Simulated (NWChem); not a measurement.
System: AgNH4S; SMILES [NH3]->[Ag][SH]

NWChem input:

```
start job
memory heap 200 mb stack 900 mb global 1100 mb
geometry units angstroms
  Ag    -0.088630    -0.162473    -0.133000
  S      0.875442     1.415848     1.274962
  H      1.648731     0.571944     1.943256
  N     -1.153951    -1.629915    -1.630502
  H     -1.827196    -1.133454    -2.203979
  H     -1.655912    -2.367141    -1.148350
  H     -0.494780    -2.075383    -2.259002
end
basis spherical
  * library def2-svp
end
ecp
  Ag library def2-ecp
end
dft
  xc pbe0
  iterations 150
end
driver
  maxiter 120
end
task dft optimize
dft
  grid fine
  convergence energy 1d-8 density 1d-7
end
task dft freq numerical
```

Output (shortened):

```
             Northwest Computational Chemistry Package (NWChem) 7.3.0
             --------------------------------------------------------

 C1  symmetry detected

                             Geometry "geometry" -> ""
                             -------------------------

 Output coordinates in angstroms (scale by  1.889725989 to convert to a.u.)

  No.       Tag          Charge          X              Y              Z
 ---- ---------------- ---------- -------------- -------------- --------------
    1 Ag                  47.0000     0.01536777     0.20356729    -0.00023417
    2 S                   16.0000    -0.07998508    -2.11888757     0.00024276
    3 H                    1.0000     1.22927771    -2.32527643     0.00138174
    4 N                    7.0000    -0.06183330     2.55406649     0.00054913
    5 H                    1.0000    -1.02028353     2.88315234    -0.04048597
    6 H                    1.0000     0.42624557     2.95094619    -0.79456286
    7 H                    1.0000     0.35506956     2.94725103     0.83694516

 Effective nuclear repulsion energy (a.u.)     316.9458695286

                                Z-matrix (autoz)
                                --------

 Units are Angstrom for bonds and degrees for angles

[...]

      ----------------------
      Optimization converged
      ----------------------

  Step       Energy      Delta E   Gmax     Grms     Xrms     Xmax
  ---- ---------------- -------- -------- -------- -------- --------
@    9    -601.98330787 -3.3D-07  0.00006  0.00002  0.00069  0.00172
                                     ok       ok       ok       ok

                                Z-matrix (autoz)
                                --------

 Units are Angstrom for bonds and degrees for angles

[...]

 Rotational Constants
 --------------------
 A=   3.757470 cm-1  (  5.406040 K)
 B=   0.065776 cm-1  (  0.094634 K)
 C=   0.065323 cm-1  (  0.093983 K)

 Temperature                      =   298.15K
 frequency scaling parameter      =   1.0000

 Zero-Point correction to Energy  =   29.342 kcal/mol  (  0.046760 au)
 Thermal correction to Energy     =   33.442 kcal/mol  (  0.053293 au)
 Thermal correction to Enthalpy   =   34.034 kcal/mol  (  0.054237 au)

 Total Entropy                    =   85.463 cal/mol-K
   - Translational                =   41.042 cal/mol-K (mol. weight = 156.9115)
   - Rotational                   =   24.106 cal/mol-K (symmetry #  =        1)
   - Vibrational                  =   20.314 cal/mol-K

 Cv (constant volume heat capacity) =   18.593 cal/mol-K
   - Translational                  =    2.979 cal/mol-K
   - Rotational                     =    2.979 cal/mol-K
   - Vibrational                    =   12.634 cal/mol-K

[normal modes left out]

 ----------------------------------------------------------------------------
 Normal Eigenvalue ||           Projected Infra Red Intensities
  Mode   [cm**-1]  || [atomic units] [(debye/angs)**2] [(KM/mol)] [arbitrary]
 ------ ---------- || -------------- ----------------- ---------- -----------
    1       -0.000 ||    0.004857           0.112         4.734       2.417
    2       -0.000 ||    0.009888           0.228         9.639       4.921
    3       -0.000 ||    0.000000           0.000         0.000       0.000
    4        0.000 ||    0.003297           0.076         3.214       1.641
    5        0.000 ||    0.002535           0.058         2.471       1.261
    6        0.000 ||    0.009739           0.225         9.494       4.846
    7        5.179 ||    0.008618           0.199         8.401       4.289
    8       95.566 ||    0.002479           0.057         2.417       1.234
    9       97.414 ||    0.004389           0.101         4.278       2.184
   10      311.971 ||    0.003936           0.091         3.837       1.959
   11      380.808 ||    0.013966           0.322        13.615       6.950
   12      544.620 ||    0.024939           0.575        24.312      12.411
   13      562.920 ||    0.032416           0.748        31.601      16.132
   14      606.688 ||    0.017846           0.412        17.397       8.881
   15     1186.886 ||    0.117442           2.709       114.489      58.444
   16     1635.105 ||    0.021052           0.486        20.523      10.476
   17     1635.189 ||    0.021601           0.498        21.058      10.750
   18     2698.344 ||    0.008152           0.188         7.947       4.057
   19     3510.257 ||    0.014698           0.339        14.329       7.315
   20     3631.427 ||    0.049160           1.134        47.923      24.464
   21     3632.628 ||    0.050982           1.176        49.700      25.371
 ----------------------------------------------------------------------------
```

Level: PBE0/def2-SVP with def2 effective core potentials on Ag. def2 effective core potentials on Ag; no spin-orbit coupling.
